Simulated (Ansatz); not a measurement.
C$_{4}$H$_{2}$Cl$_{2}$Ti, SMILES `C#[C][Ti]([Cl])([Cl])[C]#C`, relaxed with RKS PBE-D4/def2-SVP in the Gaussian-basis code of Ansatz from a rough embedded geometry. The force threshold is 0.03 eV/Å; the program also tests the step.

Charge 0, multiplicity 1.

Start:

```xyz
9

C    -2.586   -0.759   -1.087
C    -1.398   -0.736   -0.697
Ti    0.596   -0.755   -0.011
Cl    1.983   -1.474   -1.633
Cl    0.744   -2.263    1.806
C     1.119    1.169    0.657
C     1.405    2.260    1.035
H    -3.530   -0.719   -1.415
H     1.667    3.277    1.346
```

```json
{"step": "1", "energy (eV)": "-52305.2518", "largest force (eV/Å)": "5.818", "largest move (Å)": "0.000"}
{"step": "2", "energy (eV)": "-52306.0024", "largest force (eV/Å)": "0.525", "largest move (Å)": "0.172"}
{"step": "3", "energy (eV)": "-52306.0137", "largest force (eV/Å)": "0.111", "largest move (Å)": "0.025"}
{"step": "4", "energy (eV)": "-52306.0166", "largest force (eV/Å)": "0.010", "largest move (Å)": "0.030"}
```

End:

```xyz
9

C    -2.455   -0.698   -1.039
C    -1.283   -0.745   -0.634
Ti    0.603   -0.811    0.029
Cl    1.915   -1.386   -1.613
Cl    0.703   -2.149    1.747
C     1.069    1.042    0.618
C     1.345    2.196    0.983
H    -3.479   -0.653   -1.393
H     1.583    3.205    1.301
```

Hardware: 4 threads of an Arm Neoverse V2 on a shared host. Wall time 10 s, peak host memory 0.21 GiB.
